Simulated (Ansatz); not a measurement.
Consider the formal exchange of groups at a Ti–F bond: `[F][Ti]([F])([F])[Cl]` + `FCI` → `[F][Ti]([F])([Cl])[I]` + `FCF`.

Gas-phase electronic energies from Ansatz, PBE0-D4/def2-TZVP geometries. CCSD(T)/CBS adds triple-zeta CCSD(T) − MP2 to the extrapolated MP2 energy (def2 sets, frozen cores). This one scheme is used for every species. Functionals use def2-TZVPP. B3LYP here is the variant with VWN-RPA as its local correlation; programs differ in this. HSE06 is defined as in plane-wave codes. def2 core potentials past Kr. For I, Ti outer-core shells are correlated without core-valence functions, which leaves a few kJ/mol of doubt a bond. Scalar relativity is left out up to krypton.

| level | ΔE (kcal/mol) | difference from CCSD(T)/CBS |
| --- | --- | --- |
| LDA (SPW92) | 5.5 | -0.4 |
| PBE-D4 | 7.2 | 1.3 |
| revPBE-D4 | 8.3 | 2.4 |
| BLYP-D4 | 8.4 | 2.5 |
| r2SCAN-D4 | 6.5 | 0.6 |
| B97M-V | 7.0 | 1.1 |
| B3LYP-D4 | 6.7 | 0.8 |
| r2SCANh-D4 | 5.9 | 0.0 |
| r2SCAN0-D4 | 5.1 | -0.8 |
| HSE06-D4 | 5.4 | -0.5 |
| BHLYP-D4 | 4.7 | -1.2 |
| CAM-B3LYP-D4 | 7.7 | 1.8 |
| ωB97X-V | 8.3 | 2.4 |
| ωB97M-V | 7.7 | 1.8 |
| B2PLYP | 4.8 | -1.1 |
| PBE-QIDH | 3.5 | -2.4 |
| PBE | 7.7 | 1.8 |
| BLYP | 9.0 | 3.1 |
| r2SCAN | 6.6 | 0.7 |
| PBE0 | 6.0 | 0.1 |
| r2SCANh | 6.0 | 0.1 |
| r2SCAN0 | 5.3 | -0.6 |
| HSE06 | 5.9 | 0.0 |
| BHLYP | 6.1 | 0.2 |
| CAM-B3LYP | 8.2 | 2.3 |
| RPA@PBE/def2-TZVPP | 5.2 | -0.7 |
| HF/def2-SVP | 1.2 | -4.7 |
| MP2/def2-SVP | 1.5 | -4.4 |
| CCSD/def2-SVP | 4.4 | -1.5 |
| CCSD(T)/def2-SVP | 2.1 | -3.8 |
| HF/def2-TZVPP | 5.1 | -0.8 |
| MP2/def2-TZVPP | 3.2 | -2.7 |
| SCS-MP2/def2-TZVPP | 4.9 | -1.0 |
| CCSD/def2-TZVPP | 7.1 | 1.2 |
| CCSD(T)/def2-TZVPP | 5.4 | -0.5 |
| HF/def2-QZVPP | 5.4 | -0.5 |
| MP2/def2-QZVPP | 3.6 | -2.3 |
| SCS-MP2/def2-QZVPP | 5.3 | -0.6 |
| MP2/CBS(def2) | 3.7 | -2.2 |
| CCSD/CBS(def2) | 7.6 | 1.7 |
| CCSD(T)/CBS | 5.9 | 0 |

Question: What do rigid-rotor, harmonic-oscillator terms from PBE0-D4/def2-TZVP frequencies (298.15 K, 1 bar) make of the CCSD(T)/CBS value? (Estimate.)

Answer: The calculation gave: ΔZPE = +0.9 kcal/mol, ΔH = +6.9 kcal/mol, ΔS = 3 J/(mol·K), ΔG = +6.7 kcal/mol.

Largest T1 diagnostic among the species: 0.024, so the coupled-cluster value is less sure than usual.

At CCSD(T), def2-SVP lies −3.8 kcal/mol from the extrapolated value and def2-TZVPP −0.5 kcal/mol. From BLYP to BHLYP (50 % exact exchange), in def2-TZVPP and without D4, ΔE moves by −3.0 kcal/mol.
